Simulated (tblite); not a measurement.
Record of a relaxation.

C₄H₉ClGeO.
Numbering: `[CH3:1][O:2][C@@H:3]1[CH2:4][CH2:5][Ge@@H:6]1[Cl:7]` (hydrogens: H8, H9, H10 on C1; H11 on C3; H12, H13 on C4; H14, H15 on C5; H16 on Ge6)

Computed with GFN2-xTB (tblite), gas phase: L-BFGS steps from a force-field or distance-geometry start until the largest atomic force falls under 0.01 eV/Å. 10 of its 137 geometries are shown.

Step 0: E = -643.8759 eV, largest atomic force 3.488 eV/Å
```
atom  x, y, z in Å  |  force x, y, z in eV/Å
C1      2.357    0.317    0.144    0.723  -0.174   0.367
O2      1.123   -0.040   -0.453    1.211   0.459   0.493
C3      0.161    0.203    0.503    1.023   0.704   3.259
C4     -0.684   -1.001    0.858    0.507  -1.233  -0.376
C5     -1.482   -0.877   -0.403   -2.027  -0.611  -1.314
Ge6    -1.478    1.047   -0.064   -0.683   1.130  -1.425
Cl7    -1.459    2.217   -1.847   -0.086   0.268   0.085
H8      2.536   -0.283    1.079   -0.125   0.244  -0.731
H9      2.359    1.380    0.464   -0.017  -0.313  -0.338
H10     3.212    0.152   -0.523   -0.451  -0.047  -0.143
H11     0.596    0.612    1.430    0.368  -0.012  -0.101
H12    -1.320   -0.842    1.740    0.429  -0.044  -0.102
H13    -0.114   -1.952    0.952   -0.320   0.573   0.078
H14    -2.496   -1.261   -0.391    0.128  -1.121  -0.314
H15    -0.873   -1.146   -1.305   -0.820   0.119   0.807
H16    -2.444    1.483    1.071    0.138   0.059  -0.243
```

Step 15: E = -644.8427 eV, largest atomic force 0.150 eV/Å
```
atom  x, y, z in Å  |  force x, y, z in eV/Å
C1      2.470    0.349    0.180    0.002   0.000   0.026
O2      1.170    0.060   -0.264    0.061   0.062  -0.007
C3      0.144    0.233    0.688    0.086  -0.022   0.056
C4     -0.707   -1.038    0.818    0.074  -0.021   0.082
C5     -1.619   -0.924   -0.404    0.064  -0.055   0.067
Ge6    -1.504    1.072   -0.199    0.014   0.067   0.009
Cl7    -1.494    2.393   -1.858    0.044  -0.039   0.007
H8      2.746   -0.265    1.050   -0.022   0.005  -0.092
H9      2.586    1.408    0.455   -0.051  -0.069  -0.061
H10     3.133    0.117   -0.656   -0.035   0.033   0.098
H11     0.546    0.587    1.639    0.017   0.046   0.004
H12    -1.288   -0.962    1.737   -0.045  -0.047   0.048
H13    -0.117   -1.952    0.858    0.054  -0.006  -0.083
H14    -2.530   -1.514   -0.339   -0.035   0.079  -0.087
H15    -1.052   -1.200   -1.293   -0.134  -0.063  -0.022
H16    -2.491    1.645    0.844   -0.094   0.032  -0.044
```

Step 30: E = -644.8826 eV, largest atomic force 0.116 eV/Å
```
atom  x, y, z in Å  |  force x, y, z in eV/Å
C1      2.459    0.369    0.185   -0.001   0.016  -0.010
O2      1.149    0.127   -0.248   -0.027   0.017   0.016
C3      0.148    0.232    0.738   -0.075   0.051   0.012
C4     -0.665   -1.068    0.814    0.005  -0.029  -0.016
C5     -1.640   -0.908   -0.359   -0.008  -0.029  -0.033
Ge6    -1.497    1.087   -0.182   -0.004   0.015   0.115
Cl7    -1.335    2.333   -1.884    0.057  -0.027  -0.018
H8      2.735   -0.275    1.030   -0.012  -0.011  -0.038
H9      2.597    1.417    0.479    0.005   0.018   0.018
H10     3.099    0.148   -0.667    0.065   0.008   0.007
H11     0.567    0.564    1.692   -0.057   0.017  -0.051
H12    -1.204   -1.111    1.760    0.018   0.032   0.013
H13    -0.023   -1.944    0.733   -0.021  -0.037  -0.017
H14    -2.594   -1.416   -0.240    0.023  -0.046   0.020
H15    -1.173   -1.242   -1.284   -0.027  -0.031  -0.033
H16    -2.631    1.696    0.688    0.057   0.036   0.014
```

Step 45: E = -644.9020 eV, largest atomic force 0.045 eV/Å
```
atom  x, y, z in Å  |  force x, y, z in eV/Å
C1      2.443    0.401    0.191   -0.007  -0.006   0.001
O2      1.127    0.223   -0.260   -0.009  -0.010  -0.019
C3      0.124    0.242    0.733   -0.005   0.011   0.008
C4     -0.639   -1.095    0.786    0.001   0.009  -0.004
C5     -1.683   -0.928   -0.328    0.011   0.008   0.000
Ge6    -1.518    1.075   -0.162    0.026  -0.035  -0.012
Cl7    -1.143    2.223   -1.890   -0.030   0.004  -0.023
H8      2.694   -0.296    0.997   -0.003  -0.035   0.002
H9      2.612    1.426    0.544   -0.020   0.010   0.026
H10     3.088    0.210   -0.665    0.015   0.006  -0.009
H11     0.530    0.568    1.693   -0.015  -0.005   0.012
H12    -1.129   -1.183    1.756    0.022  -0.010  -0.002
H13     0.019   -1.952    0.641   -0.009   0.017  -0.004
H14    -2.625   -1.441   -0.144    0.029   0.015   0.006
H15    -1.287   -1.260   -1.287   -0.006  -0.002   0.013
H16    -2.620    1.797    0.652   -0.001   0.025   0.006
```

Step 60: E = -644.9127 eV, largest atomic force 0.187 eV/Å
```
atom  x, y, z in Å  |  force x, y, z in eV/Å
C1      2.439    0.387    0.232    0.037   0.017   0.010
O2      1.131    0.299   -0.265    0.053   0.053   0.028
C3      0.116    0.274    0.716    0.073  -0.046  -0.066
C4     -0.599   -1.091    0.760   -0.006   0.003  -0.006
C5     -1.714   -0.927   -0.285   -0.009  -0.013   0.007
Ge6    -1.525    1.073   -0.186   -0.127   0.124  -0.059
Cl7    -1.186    2.100   -1.996    0.008  -0.007   0.007
H8      2.678   -0.445    0.909   -0.018   0.034  -0.086
H9      2.597    1.335    0.764   -0.006  -0.053   0.006
H10     3.095    0.358   -0.637    0.024  -0.042   0.034
H11     0.501    0.616    1.677   -0.018  -0.007   0.054
H12    -1.011   -1.254    1.755   -0.011  -0.001   0.000
H13     0.073   -1.911    0.511    0.059   0.003   0.080
H14    -2.643   -1.427   -0.030   -0.036  -0.008   0.011
H15    -1.383   -1.282   -1.259   -0.021  -0.010  -0.035
H16    -2.578    1.906    0.588   -0.002  -0.047   0.016
```

Step 76: E = -644.9407 eV, largest atomic force 0.113 eV/Å
```
atom  x, y, z in Å  |  force x, y, z in eV/Å
C1      2.456    0.336    0.294   -0.018  -0.050  -0.019
O2      1.175    0.525   -0.251   -0.028   0.016   0.071
C3      0.116    0.371    0.663   -0.025  -0.001  -0.034
C4     -0.514   -1.042    0.697   -0.011   0.016   0.009
C5     -1.735   -0.930   -0.237    0.012  -0.020   0.055
Ge6    -1.569    1.071   -0.254    0.048   0.067  -0.078
Cl7    -1.319    1.959   -2.149    0.023   0.003   0.041
H8      2.605   -0.692    0.646   -0.026  -0.003  -0.004
H9      2.632    1.024    1.131   -0.008  -0.017  -0.020
H10     3.165    0.548   -0.504    0.017  -0.002  -0.014
H11     0.422    0.716    1.657   -0.025   0.057  -0.031
H12    -0.839   -1.256    1.715    0.024  -0.029   0.022
H13     0.195   -1.810    0.390    0.002   0.010  -0.035
H14    -2.631   -1.380    0.180   -0.027  -0.038  -0.015
H15    -1.563   -1.369   -1.219    0.068   0.000   0.023
H16    -2.602    1.936    0.497   -0.027  -0.008   0.030
```

Step 91: E = -644.9560 eV, largest atomic force 0.040 eV/Å
```
atom  x, y, z in Å  |  force x, y, z in eV/Å
C1      2.424    0.283    0.296   -0.006  -0.022   0.008
O2      1.167    0.627   -0.229   -0.010   0.008  -0.007
C3      0.093    0.444    0.658    0.015  -0.014   0.009
C4     -0.468   -0.998    0.697    0.015   0.011   0.001
C5     -1.711   -0.938   -0.215    0.006   0.023   0.002
Ge6    -1.586    1.070   -0.296   -0.006   0.006   0.028
Cl7    -1.319    1.977   -2.172    0.003   0.001  -0.015
H8      2.498   -0.787    0.522   -0.030  -0.022  -0.014
H9      2.626    0.845    1.216    0.025   0.025   0.008
H10     3.163    0.540   -0.459   -0.005   0.012  -0.011
H11     0.357    0.825    1.653    0.006  -0.004  -0.007
H12    -0.736   -1.260    1.719   -0.032  -0.009   0.009
H13     0.269   -1.716    0.340   -0.001  -0.001   0.003
H14    -2.599   -1.377    0.232    0.013  -0.029   0.003
H15    -1.543   -1.418   -1.177    0.025  -0.003  -0.007
H16    -2.643    1.891    0.469   -0.017   0.018  -0.009
```

Step 106: E = -644.9714 eV, largest atomic force 0.048 eV/Å
```
atom  x, y, z in Å  |  force x, y, z in eV/Å
C1      2.382    0.221    0.229   -0.005   0.028   0.022
O2      1.118    0.623   -0.240   -0.001  -0.043  -0.001
C3      0.086    0.478    0.706   -0.020  -0.001   0.015
C4     -0.490   -0.952    0.783   -0.004  -0.019   0.010
C5     -1.599   -0.937   -0.282    0.015  -0.015  -0.002
Ge6    -1.611    1.075   -0.245    0.019   0.039  -0.010
Cl7    -1.390    2.111   -2.063    0.012  -0.008   0.000
H8      2.386   -0.828    0.549   -0.004   0.014  -0.017
H9      2.693    0.847    1.074    0.019  -0.021   0.010
H10     3.084    0.347   -0.592   -0.022   0.019  -0.034
H11     0.408    0.872    1.678   -0.012  -0.003   0.006
H12    -0.908   -1.116    1.778    0.020   0.003  -0.035
H13     0.264   -1.716    0.590   -0.016   0.018   0.041
H14    -2.480   -1.517   -0.015    0.013   0.021  -0.017
H15    -1.227   -1.294   -1.242   -0.022  -0.008   0.010
H16    -2.723    1.796    0.548    0.009  -0.024   0.001
```

Step 121: E = -644.9749 eV, largest atomic force 0.026 eV/Å
```
atom  x, y, z in Å  |  force x, y, z in eV/Å
C1      2.370    0.215    0.204   -0.020   0.012  -0.005
O2      1.096    0.625   -0.226    0.020  -0.004   0.010
C3      0.078    0.482    0.737    0.002   0.004  -0.019
C4     -0.501   -0.945    0.808   -0.013  -0.001   0.005
C5     -1.569   -0.936   -0.299   -0.001   0.002   0.004
Ge6    -1.599    1.076   -0.243   -0.011  -0.002  -0.011
Cl7    -1.357    2.148   -2.037    0.006   0.000   0.011
H8      2.374   -0.832    0.527    0.014   0.008  -0.008
H9      2.721    0.842    1.034   -0.008  -0.024  -0.005
H10     3.039    0.331   -0.647   -0.004   0.009   0.004
H11     0.407    0.876    1.706    0.006  -0.008  -0.002
H12    -0.961   -1.094    1.785   -0.004   0.003   0.023
H13     0.259   -1.712    0.663    0.000  -0.015  -0.003
H14    -2.459   -1.515   -0.065    0.013  -0.003   0.007
H15    -1.165   -1.295   -1.244    0.010   0.008  -0.003
H16    -2.741    1.744    0.550   -0.010   0.012  -0.008
```

Step 136: E = -644.9784 eV, largest atomic force 0.005 eV/Å
```
atom  x, y, z in Å  |  force x, y, z in eV/Å
C1      2.353    0.198    0.175    0.002   0.001  -0.002
O2      1.080    0.645   -0.217    0.002  -0.001   0.000
C3      0.072    0.498    0.755    0.001   0.003  -0.001
C4     -0.504   -0.928    0.843    0.000   0.000   0.000
C5     -1.545   -0.940   -0.288   -0.002   0.000  -0.001
Ge6    -1.601    1.073   -0.247    0.003  -0.001   0.003
Cl7    -1.322    2.132   -2.042    0.000   0.003  -0.001
H8      2.373   -0.882    0.357   -0.003   0.003   0.001
H9      2.684    0.715    1.085   -0.002  -0.003  -0.001
H10     3.030    0.435   -0.644    0.002   0.001   0.000
H11     0.409    0.897    1.719   -0.001   0.005   0.000
H12    -0.987   -1.051    1.812   -0.003  -0.004   0.001
H13     0.256   -1.701    0.734    0.000  -0.004   0.002
H14    -2.430   -1.535   -0.075   -0.001  -0.001   0.005
H15    -1.110   -1.292   -1.222    0.000   0.002  -0.002
H16    -2.767    1.746    0.511    0.002  -0.003  -0.002
```

Question: Summarise the path.

Answer: The energy falls by 25.42 kcal/mol from step 0 to step 136; nine tenths of that is first reached at step 25. It falls at every step. The largest force goes from 3.488 to 0.005 eV/Å. Among the bonds C3–Ge6 changes most, from 1.930 to 2.034 Å; the atoms move by 0.512 Å rms after alignment.

What follows is the cost of the whole relaxation. The run took 0.87 s wall on one thread of an Arm Neoverse V2, shared host with 32 logical CPUs at a one-minute load of 30.
